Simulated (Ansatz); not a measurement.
Geometry optimisation, RKS B3LYP/6-31G (Ansatz).

Input:

```yaml
crystal:
  periodic: [false, false, false]
  atoms:
    - { symbol: B, position_ang: [-0.3102, -1.1713, -0.4099] }
    - { symbol: Cl, position_ang: [1.7382, -0.4466, -0.457] }
    - { symbol: O, position_ang: [-0.5017, -1.9697, -1.4663] }
    - { symbol: O, position_ang: [-0.5778, -1.4838, 0.8704] }
    - { symbol: H, position_ang: [-0.5405, 1.1905, 0.0411] }
    - { symbol: F, position_ang: [-1.0086, 0.3358, -0.6707] }
    - { symbol: H, position_ang: [1.2728, 1.0155, 0.3961] }
    - { symbol: "N", position_ang: [0.335, 1.8837, 0.7708] }
    - { symbol: H, position_ang: [-0.3767, -1.588, -2.3318] }
    - { symbol: H, position_ang: [-0.7739, -2.4054, 1.0293] }
    - { symbol: H, position_ang: [0.1869, 1.8232, 1.7639] }
    - { symbol: H, position_ang: [0.5566, 2.816, 0.4642] }
basis:
  gaussian: { orbitals: "6-31G" }
hamiltonian:
  xc: b3lyp
relax:
  f_tol: 0.15
  max_steps: 25
  restrain:
    - { distance: [0, 5], at: 1.41, k: 30.0 }
    - { distance: [4, 7], at: 1.02, k: 30.0 }
    - { distance: [6, 1], at: 1.33, k: 30.0 }
    - { distance: [0, 1], at: 3.16, k: 30.0 }
    - { distance: [4, 5], at: 2.18, k: 30.0 }
    - { distance: [6, 7], at: 2.32, k: 30.0 }
```

Launched with:

```bash
$ ansatz run input.yaml --threads 1 --pin off --max-ram 2048MiB --backend cpu --events-out ev --progress --plain --runs-dir out
```

Q: Where does it end, and by what steps?

A: The run converged. The restraints hold the end off the free minimum. Limits of this set-up: no polarisation functions. After 8 steps the energy has fallen by 0.861 eV (the restraints' own energy left out); H7 moved furthest, 0.67 Å. Parted: B1–Cl2. Joined: Cl2–H7, H5–N8.

| step | energy less start (eV) | largest force component (eV/Å) | accepted |
| --- | --- | --- | --- |
| 0 | 0.0000 | 3.549 | yes |
| 1 | -0.2445 | 3.323 | yes |
| 2 | -0.5214 | 2.417 | yes |
| 3 | -0.5327 | 0.953 | yes |
| 4 | -0.5997 | 1.647 | yes |
| 5 | -0.7932 | 0.676 | yes |
| 6 | -0.8362 | 0.594 | yes |
| 7 | -0.8338 | 0.615 | no |
| 8 | -0.8614 | 0.441 | yes |

```xyz
12
Properties=species:S:1:pos:R:3
B -0.796 -1.263 -0.543
Cl 2.246 -0.393 -0.499
O -0.547 -2.207 -1.505
O -0.865 -1.559 0.786
H -0.468 1.712 0.358
F -1.090 0.053 -0.911
H 1.809 0.703 0.131
N 0.231 2.173 0.934
H -0.410 -1.911 -2.421
H -0.619 -2.460 1.055
H 0.107 2.013 1.924
H 0.401 3.139 0.692
```

Whether the end is a true minimum wasn't checked by a vibrational analysis.

Run time: 50 s on 1 thread of Arm Neoverse V1, with other jobs on the host, peak memory 0.2 GiB.
